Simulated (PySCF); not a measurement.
**Se: ionisation energy**

Se [Ar] 3d10 4s2 4p4 (3P) → Se⁺ [Ar] 3d10 4s2 4p3 (4S), as a difference of total energies. Computed with PySCF 2.14 in ANO-RCC-VTZP (6s5p3d1f, 43 functions), with scalar relativity by spin-free X2C-1e. Correlated levels: valence: [Ar] 3d10 frozen. The calculations carry no spin-orbit coupling.

```
           method  ionisation energy (eV)
              UHF                   8.546
    MP2 (valence)                   9.227
SCS-MP2 (valence)                   9.288
   CCSD (valence)                   9.348
CCSD(T) (valence)                   9.380
  CCSDT (valence)                   9.383
```

Task: How much does correlation contribute at CCSD(T) (valence)?

Result: 9.380 − (8.546) = 0.834 eV, measured against UHF.

Errors of the correlated levels include the incompleteness of this basis and the frozen core.

For comparison: 9.635 eV (measured; NIST levels, between the centres of gravity of the two terms).
